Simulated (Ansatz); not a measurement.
Cartesian coordinates in Å:
```
O 1.0818 0.2841 1.6755
Si 0.6116 0.4770 0.1216
C -0.2017 -0.7918 -0.8843
C -1.0326 0.1889 -0.5192
F -2.3199 0.4064 -0.7337
H 0.5859 -0.3389 2.2108
H 1.5499 1.4809 -0.4105
H -0.2749 -1.7065 -1.4601
```

Charge 0, multiplicity 1.

**Question.** List the CAM-B3LYP/def2-TZVPP orbital energies in eV (the Gaussian-basis code of Ansatz). (Estimate.)

**Answer.** Computed: Occupied: -1801.85, -674.25, -522.99, -281.14, -279.02, -146.29, -101.65, -101.63, -101.60, -35.92, -30.08, -24.28, -18.22, -17.66, -16.50, -15.07, -15.04, -13.30, -12.87, -12.13, -10.45, -9.63, -9.36. Lowest empty: 1.04, 1.41, 1.75, 2.75, 3.05, 3.24, 3.88, 4.85.
